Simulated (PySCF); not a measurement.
A structure optimised at B3LYP-D3(BJ)/def2-SVP, used in a PySCF frequency run:

```xyz
8

C     -1.1176    -1.5468     0.0000
C     -0.0166    -0.7872     0.0000
F      1.2023    -1.3622     0.0000
B     -0.0256     0.7730     0.0000
F      1.0914     1.4705     0.0000
F     -1.1726     1.4305     0.0000
H     -2.0995    -1.0715     0.0000
H     -1.0573    -2.6383     0.0000
```
Charge 0, spin multiplicity 1.

**Question.** Write its SMILES, formula and point group.

**Answer.** C=C(F)B(F)F, C2H2BF3, Cs

**Question.** What are its rotational constants (standard atomic weights)?

**Answer.** 5.2692, 3.0379, 1.9269 GHz
